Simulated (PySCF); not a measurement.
## Computed data sheet: `CO[SiH2]N[SiH3]`

Species: CH9NOSi2.
Z-matrix (Å and degrees, PBE0-D3(BJ)/def2-SVP geometry), rows numbered from 1:
```
C 
O   1  1.3980
Si  2  1.6654  1  123.65
N   3  1.7234  2  110.23  1   179.17
Si  4  1.7443  3  127.63  2    83.69
H   1  1.1067  2  112.25  3   -62.34
H   1  1.1067  2  112.31  3    59.26
H   1  1.1009  2  108.97  3   178.43
H   3  1.4937  2  109.31  1   -61.36
H   3  1.4959  2  108.85  1    59.50
H   4  1.0169  3  115.20  2   -83.99
H   5  1.4958  4  110.82  3   134.05
H   5  1.4918  4  106.86  3    14.43
H   5  1.4967  4  113.03  3  -105.44
```

From PBE0-D3(BJ)/def2-SVP geometry optimisation, gas phase (PySCF):

```
Point group                  : C1
Rotational constants A, B, C : 8.282, 1.304, 1.210 GHz
```

**wB97X-D/def2-SVPD ground state, ΔSCF and vertical TDDFT (core frozen in the response) (PySCF)**

```
Dipole moment                                                     : 0.92 D
HOMO energy                                                       : -9.68 eV
LUMO energy                                                       : 1.80 eV
HOMO–LUMO gap                                                     : 11.48 eV
Lowest singlet excitation                                         : 6.78 eV (183 nm, f = 0.009)
Strongest line among the 10 lowest singlet transitions            : S8 at 8.44 eV (147 nm, f = 0.081)
Lowest triplet excitation (Tamm–Dancoff)                          : 6.48 eV
Static isotropic polarisability                                   : 77.9 au
Vertical ionisation energy                                        : 9.90 eV
Electronic spatial extent ⟨r²⟩ about the centre of nuclear charge : 1020 bohr²
```

PBE/pcSseg-2 ground state and GIAO shieldings, non-relativistic (PySCF):

```
13C chemical shifts (computed TMS as zero) by class         : 52.5 (C1) ppm
1H chemical shifts (computed TMS as zero) by class          : 5.08 (H9/H10), 4.97 (H12/H13/H14), 3.64 (H6/H7/H8), 0.83 (H11) ppm
Isotropic shieldings of nuclei other than C and H, by class : 226 (N4), 288 (O2), 349 (Si3), 376 (Si5) ppm
```

From delta-SCF UKS SCAN, pcX-2 on the ionised atom, pcseg-1 elsewhere, spin-free X2C; 2p3/2 from a spin–orbit splitting computed afterwards within the 2p shell (PySCF):

```
Core binding energies : Si2p3/2 107.1 (Si5), Si2p3/2 107.3 (Si3), C1s 292.4 (C1), N1s 404.3 (N4), O1s 537.9 (O2), Si1s 1846.9 (Si5), Si1s 1847.3 (Si3) eV
```

Monoisotopic mass from the formula: 107.0223 u.

In wavenumbers S1 is 54700 cm⁻¹ (1 eV = 8065.54 cm⁻¹). No computed singlet falls in the visible range (750 to 380 nm, 1.65 to 3.26 eV); S1 lies 3.52 eV above its blue end. A dipole of 0.92 D is allowed in C1, and pure rotational transitions are dipole-allowed. S1 lies 4.70 eV below the HOMO–LUMO gap; its leading configuration is HOMO→LUMO, weight 0.94. The rotational constants make it an asymmetric top with κ = (2B − A − C)/(A − C) = -0.97, nearer the prolate limit (−1). In atomic units the dipole is 0.36 e·bohr (1 au = 2.5417 D).

 NMR classes are plain means over equivalent atoms (diastereotopic ones count apart unless rotation or inversion swaps them), as if these changed places fast; in this geometry the members of some classes differ.

One conformer stands for the species.
